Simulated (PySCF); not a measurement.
## Multinuclear NMR of C$_{6}$H$_{16}$O$_{2}$Si

Geometry:
```csv
atom,x (Å),y (Å),z (Å)
C1,3.123,1.234,-0.151
C2,2.322,-0.046,-0.103
O3,0.981,0.249,0.180
Si4,-0.264,-0.851,0.352
C5,-0.100,-1.823,1.929
C6,-0.337,-1.952,-1.159
O7,-1.641,0.061,0.498
C8,-2.046,1.058,-0.408
C9,-3.176,1.858,0.197
H10,4.181,1.028,-0.374
H11,3.063,1.759,0.814
H12,2.725,1.905,-0.927
H13,2.410,-0.582,-1.069
H14,2.744,-0.721,0.669
H15,0.835,-2.402,1.950
H16,-0.938,-2.528,2.043
H17,-0.106,-1.143,2.795
H18,0.551,-2.602,-1.231
H19,-0.392,-1.357,-2.084
H20,-1.224,-2.604,-1.120
H21,-2.378,0.598,-1.360
H22,-1.195,1.721,-0.651
H23,-2.850,2.328,1.137
H24,-4.032,1.205,0.424
H25,-3.511,2.648,-0.492
```

Method: σ from GIAO-PBE0/pcSseg-1, PBE0-D3(BJ)/def2-SVP structure, in PySCF 2.14 (fast rotation and ring inversion assumed for equivalent nuclei, one computed conformer, relativity neglected, isolated molecule).

(1) What are the ²⁹Si shifts?

(2) Where does ¹⁷O resonate?

Answers

(1) 
| atoms | environment | σ (ppm) | δ (ppm) |
| --- | --- | --- | --- |
| Si4 | silicon bonded to 2 C, 2 O | 351.0 | -12.8 |

Shieldings were converted by a linear fit to measured shifts: ²⁹Si (scatter 9.7 ppm rms, 23.4 ppm with the 5 outliers that the fit left out vs TMS, solution or neat liquid). A few per cent of atoms miss by over 2 rms, more outside the fitted compound classes.

On a 600 MHz spectrometer ²⁹Si resonates near 119.2 MHz, so 1 ppm is 119.2 Hz.

(2) 
```csv
atoms,environment,σ (ppm),δ (ppm)
O3/O7,"oxygen bonded to C, Si",269.9,23.3
```

Shieldings were converted by a linear fit to measured shifts: ¹⁷O: δ = 264.06 − 0.892σ (rms 13.4 ppm, 147 shifts, 14.2 ppm with the 1 outlier that the fit left out vs liquid water, solution or neat liquid). Occasional misses reach two or three times the rms, and more in compound classes unlike the fitted ones.

On a 600 MHz spectrometer ¹⁷O resonates near 81.3 MHz, so 1 ppm is 81.3 Hz.
